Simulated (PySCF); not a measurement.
Bond length, frequency and bond energy of BeO⁺ by level of theory

State: ²Π (doublet), unpaired electrons π ↑. Set-up: basis Be aug-pcseg-1, O aug-pcseg-1; no relativity; PySCF 2.14. De refers to Be⁺ + O in their high-spin ground configurations, without counterpoise correction. The functionals are run spin-unrestricted. A positive dipole points towards O; it is taken about the centre of mass and depends on that origin.

| Level | Re (Å) | ωe (cm⁻¹) | De (eV) | μ (D) |
| --- | --- | --- | --- | --- |
| UHF | 1.433 | 1265 | 1.66 | -8.02 |
| UHF-MP2 | 1.459 | 1183 | 3.27 | n/a |
| UHF-SCS-MP2 | 1.458 | 1182 | 3.22 | n/a |
| UHF-CCSD | 1.459 | 1175 | 3.13 | n/a |
| UHF-CCSD(T) | 1.464 | 1156 | 3.20 | n/a |
| PBE | 1.459 | 1165 | 3.86 | -7.30 |
| BP86 | 1.461 | 1167 | 3.89 | -7.36 |
| r²SCAN | 1.453 | 1195 | 3.65 | -7.56 |
| TPSSh | 1.453 | 1189 | 3.61 | -7.46 |
| PBE0 | 1.445 | 1214 | 3.53 | -7.52 |
| M06 | 1.440 | 1234 | 3.77 | -7.66 |
| LC-ωPBE | 1.442 | 1233 | 3.60 | -7.59 |

The bond length runs from 1.433 Å (UHF) to 1.464 Å (UHF-CCSD(T)). De spans 1.66 eV (UHF, mean field) to 3.89 eV (BP86, GGA). Correlation at CCSD(T) changes the Hartree–Fock bond energy by +1.54 eV; the triples alone change it by +0.07 eV.

Correlated steps freeze 1 core orbital. Correlated levels converge slowly with the basis: in double zeta they bind strong bonds too weakly, by up to about 1 eV, and carry superposition errors of some tenths. For an ion De counts to the pair picked by the measured ionisation energies or electron affinities, which need not be the lowest pair at this level. The state was picked by a PBE0 search and need not be the measured ground state.
